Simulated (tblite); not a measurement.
A tight-binding relaxation on `[CH2]([Ge@H]([Br])[NH2])CCC`.

Computed with GFN2-xTB geometry optimisation, gas phase (tblite 0.8.0). Start geometry: from a force field or distance geometry. A driver script takes a list of jobs; this job's settings line and coordinates (Å) are shown.

Command:
```bash
OMP_NUM_THREADS=1 python probes_run.py task.json out
```

Input:
```
{"job": {"kind": "relax", "xc": "GFN2-xTB", "basis": "xTB"}, "charge": 0, "multiplicity": 1}
C     -2.911500     0.485500    -0.162400
C     -1.820500    -0.551800    -0.040800
C     -0.434100     0.103000     0.132600
C      0.659200    -0.936000     0.251600
Ge     2.399200    -0.088000     0.466900
N      2.717500     1.021300    -1.007100
Br     2.439800     1.179900     2.410800
H     -3.894500    -0.015000    -0.271800
H     -2.739300     1.123200    -1.052600
H     -2.959600     1.127000     0.750400
H     -1.821400    -1.199700    -0.940900
H     -2.032400    -1.199300     0.854800
H     -0.453100     0.750000     1.047300
H     -0.232600     0.745500    -0.759500
H      0.473700    -1.573400     1.152500
H      0.682900    -1.583600    -0.634200
H      3.500700    -1.173000     0.534800
H      2.721900     0.403400    -1.850000
H      3.694400     1.390100    -0.890000
```

Output:
```
step      E/eV     max force
  0    -643.87311    1.390
  1    -643.99660    0.703
  2    -644.04368    0.610
  3    -644.07033    0.427
  4    -644.08778    0.386
  5    -644.10432    0.332
  6    -644.12309    0.405
  7    -644.13715    0.320
  8    -644.14779    0.301
  9    -644.15514    0.189
... (31 lines left out)
 41    -644.17682    0.021
 42    -644.17689    0.025
 43    -644.17696    0.022
 44    -644.17701    0.016
 45    -644.17705    0.014
 46    -644.17709    0.018
 47    -644.17714    0.023
 48    -644.17720    0.022
 49    -644.17724    0.011
 50    -644.17726    0.010
```

«max force» is the largest atomic force in eV/Å.

Q: From which step on does the largest force stay under 0.1 eV/Å, and how much energy is left to gain from there?

A: From step 13 (0.088 eV/Å), 8.9 meV above the end.

Main results: energy lowered by 7.0 kcal/mol over 50 steps; largest atomic force 0.010 eV/Å at the end.

Q: Give the final coordinates.

A: 0.102 Å rms from the input after alignment:
```
atom  x, y, z in Å
C1    -2.9161    0.5073   -0.1608
C2    -1.8332   -0.5574   -0.0375
C3    -0.4501    0.0685    0.1261
C4     0.6399   -0.9874    0.2584
Ge5    2.4490   -0.1821    0.4479
N6     2.7751    0.9359   -0.9471
Br7    2.5197    1.2288    2.2426
H8    -3.8956    0.0483   -0.2725
H9    -2.7317    1.1401   -1.0262
H10   -2.9314    1.1377    0.7252
H11   -1.8419   -1.1919   -0.9281
H12   -2.0452   -1.1944    0.8250
H13   -0.4514    0.7071    1.0144
H14   -0.2383    0.7063   -0.7365
H15    0.4417   -1.6241    1.1232
H16    0.6442   -1.6351   -0.6198
H17    3.5729   -1.1927    0.7405
H18    2.6970    0.5571   -1.8780
H19    3.5855    1.5376   -0.9043
```

Q: How long does this job take on one thread of an Intel Xeon at 2.50 GHz, on a shared host?

A: About 1.4 s.
Labels such as C1 count atoms from 1, the log's own numbers from 0.
